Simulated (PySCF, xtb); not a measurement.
CH5ClOSi, SMILES Cl[SiH](C)O.

GFN2-xTB (xtb 6.7.1) at its own geometry gives an orbital gap of 6.70 eV and a dipole moment of 3.63 D.

Geometry optimised at PBE-D3(BJ)/def2-SVP. Other conformers were not sampled.

Q: What does CAM-B3LYP/def2-TZVP in PySCF give? (An estimate is asked for; the answer gives what the named calculation found.)

A: gap 11.38 eV (levels -10.06 and 1.33 eV), dipole 2.17 D.
